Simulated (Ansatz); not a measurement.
Species: C₃H₅F, SMILES `C=CCF` (C–C–C–F torsion 0°) (charge 0, multiplicity 1).

Task: Give a relaxed geometry from B3LYP-D3(BJ)/def2-TZVP run with Ansatz (a quantum-chemistry and plane-wave program).

Result: One answer among several that fit: the end point of this relaxation, one of several conformers (outside a Z-matrix the atoms follow the SMILES, hydrogens last).
Z-matrix (Å, degrees):
```
C
C 1 1.3245
H 2 1.0816 1 121.15
H 2 1.0818 3 117.59 1 179.95
H 1 1.0866 2 120.62 3 -0.02
C 1 1.4913 5 114.25 2 -180.00
F 6 1.3904 1 111.92 5 180.00
H 6 1.0951 7 107.54 1 -121.91
H 6 1.0951 8 108.08 7 115.82
```
